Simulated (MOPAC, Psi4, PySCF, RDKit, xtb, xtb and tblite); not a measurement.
Two geometries of SMILES CC(=O)CS (C₃H₆OS), relaxed at GFN2-xTB with one dihedral held; other torsions can differ between them too.

Structure A

```
11

C      1.2777     0.1148    -0.7623
C      0.4358    -0.4334     0.3532
O      0.8844    -0.9176     1.3592
C     -1.0620    -0.3694     0.1192
S     -1.6351     1.3550    -0.0793
H      2.3002     0.2590    -0.4251
H      0.8656     1.0493    -1.1340
H      1.2757    -0.6043    -1.5806
H     -1.6032    -0.8320     0.9443
H     -1.3216    -0.8588    -0.8196
H     -1.2600     1.7711     1.1288
```

Structure B

```
11

C     -1.3780     0.0889    -0.7669
C     -0.4842    -0.4117     0.3270
O     -0.8890    -0.8740     1.3617
C      1.0177    -0.3364     0.0881
S      1.5783     0.3707    -1.4916
H     -2.4138    -0.1358    -0.5289
H     -1.2579     1.1661    -0.8722
H     -1.0996    -0.3703    -1.7131
H      1.4904     0.2033     0.9102
H      1.4079    -1.3566     0.1003
H      1.2532     1.6335    -1.2196
```

Question: Which is lower in energy at the level Psi4 with DF-MP2 (frozen core)/cc-pVTZ // GFN2-xTB, and by how much?

Answer: A is lower, by 8.36 kJ/mol (dihedral O3–C2–C4–S5: 120° in A, 180° in B).

E(B) − E(A) in kJ/mol at the other levels, on the same two geometries: GFN2-xTB (xtb and tblite) 5.30; MMFF94 // GFN2-xTB (RDKit) 12.92; PBE0/def2-TZVP // GFN2-xTB (Psi4) 7.46; PBE0-D3(BJ)/def2-TZVP // GFN2-xTB (Psi4) 7.32; PBE/def2-TZVP // GFN2-xTB (Psi4) 7.36; PBE-D3(BJ)/def2-TZVP // GFN2-xTB (Psi4) 7.17; wB97X-D/def2-TZVP // GFN2-xTB (Psi4) 6.75; HF/cc-pVTZ // GFN2-xTB (Psi4) 9.71; UFF // GFN2-xTB (RDKit) 4.70; PM3, restricted, heats of formation // GFN2-xTB (MOPAC) 6.89; PM6, restricted, heats of formation // GFN2-xTB (MOPAC) 5.53; GFN1-xTB // GFN2-xTB (xtb) 5.46; restricted B3LYP/6-31G*, spherical d // GFN2-xTB (PySCF) 8.05; restricted B3LYP/3-21G // GFN2-xTB (PySCF) 11.62; restricted Hartree-Fock/STO-3G // GFN2-xTB (PySCF) 10.86; restricted B3LYP/LANL2DZ, with its core potentials past Ne // GFN2-xTB (PySCF) 7.69.
